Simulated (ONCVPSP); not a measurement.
What one change does to a pseudopotential (V (Z = 23), ONCV)

vanadium, optimised norm-conserving Vanderbilt (ONCV), made with ONCVPSP 4.0.1 (PBE, scalar-relativistic). Core [Ne], reference 3s2 3p6 3d3 4s2. Waves: 3s+4s: rc 1.55 bohr, ncon 5, nbas 9, qcut 7.2 1/bohr, 2 projectors; 3p: rc 1.05 bohr, ncon 5, nbas 8, qcut 6.7 1/bohr, 2 projectors, debl 1.5 Ha; 3d: rc 2.40 bohr, ncon 4, nbas 9, qcut 5.8 1/bohr, 2 projectors, debl 3.4 Ha. Local part: polynomial inside 0.75 bohr (lpopt 5, dvloc0 0 Ha). Core correction: Teter function, fcfact 2.75, rcfact 1.55.

In the p channel the program set the typed energies aside and used -1.618, 0.250 Ha.

Change: s: qcut 6.6; p: qcut 6.2; d: qcut 5.3.

Cutoffs: the cutoffs (Ha) at which the residual kinetic energy of the hardest occupied pseudo-wave falls to 1 and 0.1 mHa per electron; they do not see the model core or the augmentation charge, which bear on the density cutoff. Errors are all-electron minus pseudo energies relative to the spin-unpolarised reference configuration.

Q: What does the change do?

A: The potential gets neither clearly harder nor softer (71 Ha and 159 Ha → 67 Ha and 157 Ha); of the 4 tests that both files solve, the error grows in 2 and shrinks in 0 by more than 15 % and 0.3 meV (median size 77.9 → 97.2 meV); neither file shows a bound ghost.

| quantity | base | changed |
| --- | --- | --- |
| cutoff, loose | 71 Ha | 67 Ha |
| cutoff, tight | 159 Ha | 157 Ha |
| loose cutoff by channel | s 21 Ha, p 71 Ha, d 14 Ha | s 19 Ha, p 67 Ha, d 14 Ha |
| bound ghosts | none | none |
| GHOST(+) flags under 300 eV | d at 67.5 eV | s at 189.7 eV |
| error for 3s2 3p6 3d3 4s1, meV [ΔE 7.74 eV] | -0.3 | -0.2 |
| error for 3s2 3p6 3d3 4s0, meV [ΔE 22.03 eV] | -16 | -17 |
| error for 3s2 3p6 3d2 4s0, meV [ΔE 50.93 eV] | +302 | +395 |
| error for 3s2 3p6 3d4 4s1, meV [ΔE 0.59 eV] | +140 | +177 |
| s: phases at 1.58 bohr within 0.05 rad from the reference energy up to (Ha; the scan ends near 5) | to the end of the scan | to the end of the scan |
| p: phases at 1.06 bohr within 0.05 rad from the reference energy up to (Ha; the scan ends near 5) | to the end of the scan | to the end of the scan |
| d: phases at 2.44 bohr within 0.05 rad from the reference energy up to (Ha; the scan ends near 5) | 0.2 | 0.0 |
| rms error of d²Exc/dni dnj with the model core, mHa | 2.76 | 3.26 |
